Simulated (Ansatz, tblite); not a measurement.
Forces on Ge8BPH16, a doped cluster cut from the lattice of germanium (B and P 4.0 A apart) at its PBE-D4/def2-SVP geometry. Charge 0, multiplicity 1.

The xTB rows come from tblite. Single mean-field runs in def2-TZVP are fitted with def2-universal-jkfit.

GFN2-xTB (tblite), largest force 0.95 eV/Å:

```xyz
26
positions Å, forces eV/Å
B     0.166    0.983    2.101    0.039    0.412    0.859
Ge   -1.787   -1.599    0.141   -0.196    0.062    0.157
P     1.906   -0.901   -0.503    0.696   -0.357   -0.239
Ge   -0.640    1.749   -1.516   -0.155    0.184    0.097
Ge    1.983    0.142    1.658   -0.235    0.017   -0.129
Ge    0.312   -2.646   -0.569   -0.209    0.035    0.061
Ge   -1.323   -0.447    2.272    0.200    0.197   -0.054
Ge   -0.306    2.525    0.802    0.053   -0.232    0.158
Ge   -2.281   -0.062   -1.704   -0.014   -0.027   -0.064
Ge    1.447    0.669   -2.209   -0.175    0.133    0.012
H     0.330    1.478    3.217   -0.157   -0.245   -0.604
H    -2.800   -2.788    0.150    0.187    0.103   -0.092
H     3.168   -1.495   -0.829   -0.652    0.301    0.157
H    -0.879    2.823   -2.626    0.080   -0.209    0.063
H     2.500   -1.088    2.472    0.112    0.249   -0.221
H     3.232    1.051    1.414   -0.087   -0.334    0.067
H     0.934   -3.698    0.394    0.041    0.144   -0.366
H     0.421   -3.183   -2.027    0.209   -0.028    0.297
H    -1.026   -1.629    3.252   -0.262    0.297   -0.194
H    -2.728    0.103    2.678    0.308   -0.314    0.007
H    -1.645    3.268    1.112    0.415   -0.002   -0.147
H     0.777    3.642    0.645   -0.415   -0.149    0.026
H    -3.712    0.517   -1.522    0.293   -0.213   -0.228
H    -2.224   -0.769   -3.094   -0.207    0.208    0.277
H     2.730    1.549   -2.202   -0.130   -0.354   -0.120
H     1.445   -0.193   -3.506    0.261    0.124    0.221
```

PBE-D4/def2-TZVP (Ansatz), largest force 0.28 eV/Å:

```
B 0.033 0.097 0.218
Ge 0.000 -0.047 -0.028
P 0.081 -0.048 -0.040
Ge 0.016 0.002 -0.053
Ge 0.039 -0.025 -0.023
Ge 0.099 0.018 -0.018
Ge -0.032 0.010 0.016
Ge -0.028 0.023 0.009
Ge -0.042 0.010 -0.009
Ge 0.069 -0.072 0.026
H -0.036 -0.113 -0.253
H 0.036 0.052 0.005
H -0.158 0.075 0.043
H 0.005 -0.039 0.051
H -0.012 0.037 -0.028
H -0.036 -0.032 0.006
H -0.031 0.035 -0.040
H -0.011 0.013 0.062
H -0.011 0.046 -0.041
H 0.045 -0.019 -0.008
H 0.045 -0.019 -0.008
H -0.043 -0.046 0.004
H 0.022 -0.014 -0.014
H 0.004 0.039 0.083
H -0.053 -0.030 -0.008
H 0.000 0.044 0.046
```

r2SCAN-D4/def2-TZVP (Ansatz), largest force 0.40 eV/Å:

```
B 0.049 0.130 0.296
Ge 0.000 -0.134 -0.090
P 0.157 -0.102 -0.097
Ge 0.045 -0.002 -0.155
Ge 0.189 -0.092 -0.055
Ge 0.173 -0.021 -0.027
Ge -0.154 -0.087 0.044
Ge -0.073 0.151 -0.074
Ge -0.105 0.025 -0.023
Ge 0.147 -0.097 0.010
H -0.054 -0.161 -0.362
H 0.167 0.221 0.012
H -0.332 0.157 0.089
H 0.030 -0.179 0.210
H -0.080 0.208 -0.129
H -0.203 -0.151 0.049
H -0.125 0.178 -0.176
H -0.033 0.083 0.266
H -0.049 0.205 -0.164
H 0.234 -0.089 -0.053
H 0.225 -0.114 -0.040
H -0.184 -0.190 0.032
H 0.219 -0.096 -0.042
H -0.003 0.135 0.271
H -0.236 -0.148 -0.014
H -0.003 0.171 0.222
```
